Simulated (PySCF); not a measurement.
# First hyperpolarisability: SMILES FC(F)C(F)(F)C(F)(F)F, C3HF7

Molfile (atoms numbered from 1):
```
C3HF7
     RDKit          3D

 11 10  0  0  0  0  0  0  0  0999 V2000
   -1.1708    0.4812   -1.5768 F   0  0  0  0  0  0  0  0  0  0  0  0
   -0.3906    1.0944   -0.6791 C   0  0  0  0  0  0  0  0  0  0  0  0
   -1.1575    1.6385    0.2725 F   0  0  0  0  0  0  0  0  0  0  0  0
    0.5797    0.0849   -0.0539 C   0  0  0  0  0  0  0  0  0  0  0  0
    1.3533   -0.4016   -1.0356 F   0  0  0  0  0  0  0  0  0  0  0  0
    1.3511    0.7471    0.8206 F   0  0  0  0  0  0  0  0  0  0  0  0
   -0.0560   -1.1112    0.6853 C   0  0  0  0  0  0  0  0  0  0  0  0
   -0.8092   -0.6864    1.6884 F   0  0  0  0  0  0  0  0  0  0  0  0
   -0.8024   -1.8239   -0.1443 F   0  0  0  0  0  0  0  0  0  0  0  0
    0.9051   -1.8851    1.1687 F   0  0  0  0  0  0  0  0  0  0  0  0
    0.2035    1.8821   -1.1768 H   0  0  0  0  0  0  0  0  0  0  0  0
  1  2  1  0
  2  3  1  0
  2  4  1  0
  4  5  1  0
  4  6  1  0
  4  7  1  0
  7  8  1  0
  7  9  1  0
  7 10  1  0
  2 11  1  0
M  END
```

Level of theory: PySCF, quadratic response CAM-B3LYP/aug-cc-pVDZ first hyperpolarisability, Taylor convention, gas phase. Geometry: PBE0-D3(BJ)/def2-SVP.

(1) What is the first hyperpolarisability, and how does it disperse?

(2) Which lowest excitations, dipole and polarisabilities go with it?

Results:

(1) In au, Taylor convention; the vector part is βᵢ = ⅓ Σⱼ (βᵢⱼⱼ + βⱼᵢⱼ + βⱼⱼᵢ); β∥ is 3/5 of the vector part along the dipole, the dipole points from − to +:
```
                   process  λ (nm)  β vector norm     β∥  β HRS  depolarisation ratio
           static β(0;0,0)       ∞           55.5  -33.2   20.9                  7.53
second harmonic β(−2ω;ω,ω)    1907           56.6  -33.9   21.3                  7.49
         Pockels β(−ω;ω,0)    1907           55.9  -33.4      –                     –
second harmonic β(−2ω;ω,ω)    1064           59.2  -35.4   22.3                  7.41
         Pockels β(−ω;ω,0)    1064           56.7  -33.9      –                     –
```

(2) S1 9.35 eV (f = 0.056); S2 9.50 eV (f = 0.001); S3 9.85 eV (f = 0.009); dipole 1.51 D; isotropic α 43.7 au static, 43.7 au at 1907 nm, 43.8 au at 1064 nm, 43.9 au at 953.5 nm, 44.3 au at 532 nm.
